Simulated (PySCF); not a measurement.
## TmH3(H2O): from a saddle point downhill

PySCF 2.14.0, RKS PBE0, Tm lcecp-1-SVP with ECP58, H def2-SVP, O def2-SVP; non-relativistic Hamiltonian with scalar-relativistic core potentials where named; density fitting; no spin-orbit coupling. Relaxed within the symmetry of its start, the geometry (Cs) is

```xyz
7

Tm    0.1202   -0.1320    0.1320
H     0.9676    1.4950    0.9357
H    -0.9740   -1.3108    1.3108
H     0.9676   -0.9357   -1.4950
O    -1.1870    1.2350   -1.2350
H    -1.1357    2.1910   -1.0884
H    -1.1357    1.0884   -2.1910
```

and its lowest harmonic modes are -76, 159, 228, 263, 342, 391 cm⁻¹ (negative: unstable). It was moved along the lowest mode and relaxed again.

Where does it end, and how much lower?

In C1, 0.002 eV lower, after 5 steps:
```xyz
7

Tm    0.1181   -0.1284    0.1365
H     1.1484    1.3358    1.0200
H    -0.9745   -1.3352    1.2860
H     0.7850   -0.8171   -1.6285
O    -1.1799    1.2296   -1.2412
H    -1.3314    2.1813   -1.1676
H    -0.9427    1.0378   -2.1628
```

How do the contacts change?


```csv
contact,saddle (Å),end (Å)
Tm1–H2 (H),2.003,1.997
Tm1–H3 (H),1.994,1.993
Tm1–H4 (H),2.003,2.009
Tm1–O5 (H2O),2.334,2.330
```


Is the end a minimum?

Probably not: 1 of the modes stay unstable (below −25 cm⁻¹), though so soft as to be near the noise; lowest modes -40, 129, 234, 262, 343, 387 cm⁻¹.

An lcecp potential fixes the number of 4f electrons, so in runs with it no electron can move into or out of that shell.

State: singlet in the valence, with the 4f electrons in the core potential.
